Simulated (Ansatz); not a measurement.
Molecule: AlBr₂ (charge 0, doublet). It need not be the lowest isomer of its formula. 
Geometry from a B3LYP-D3(BJ)/def2-TZVP (Ansatz, a program for electronic structure) optimisation:
```xyz
3

Al     0.6212     0.4891     0.5656
Br    -0.2566     1.4693    -1.2990
Br     0.0259    -1.6510     1.0889
```
Charge 0, spin multiplicity 2.

Basis-set convergence of Hartree-Fock and MP2 correlation energies (hartree) with Ansatz. Valence correlation only, unless marked. Open shells are spin-unrestricted. Spin-orbit coupling is left out. The frozen core is the preceding noble-gas configuration, with the filled d and f shells of earlier blocks. Non-relativistic.

```json
[
 {"basis": "def2-SVPD", "functions": "106", "E(HF)": "-5386.17018", "E(corr, MP2)": "-0.28737"},
 {"basis": "def2-TZVPPD", "functions": "162", "E(HF)": "___", "E(corr, MP2)": "___"}
]
```

### Question
Fill in the missing entries.

### Answer

- def2-TZVPPD, E(HF): -5386.87958
- def2-TZVPPD, E(corr, MP2): -0.36711
